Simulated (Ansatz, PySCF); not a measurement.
Gas-phase reaction in SMILES: COC → [CH2]OC + H atom (the C-H bond at the site shown breaks; other sites are not compared here)
Each molecule is optimised on its own at B3LYP-D3(BJ)/def2-TZVP (Ansatz, a program for electronic structure), one conformer each, not searched for the lowest.

Wanted: bond dissociation energy (enthalpy at 298 K, with B3LYP-D3(BJ) rigid-rotor harmonic-oscillator terms from PySCF), in kJ/mol. Cores are frozen in the correlated levels unless marked. UHF or UKS for open shells. No spin-orbit coupling. Non-relativistic. CBS(X,Y): correlation extrapolated as X^-3; Hartree-Fock from the larger set. [CCSD(T)-MP2]/basis is that difference in the basis named.

RI-MP2/CBS(cc-pVTZ,cc-pVQZ)+[CCSD(T)-MP2]/cc-pVTZ (Ansatz) gives 406.0 kJ/mol.

Question: Another calculation gave 390.0 kJ/mol. Which level was it?
(A) HF/def2-TZVPD (PySCF)
(B) PBE-QIDH/def2-TZVPD (Ansatz)
(C) SVWN5/def2-TZVPD (Ansatz)
(D) revPBE/def2-TZVPD (Ansatz)

Answer: B, PBE-QIDH/def2-TZVPD (Ansatz). The others give 303.4 (HF), 424.5 (SVWN5), 373.9 (revPBE) kJ/mol.
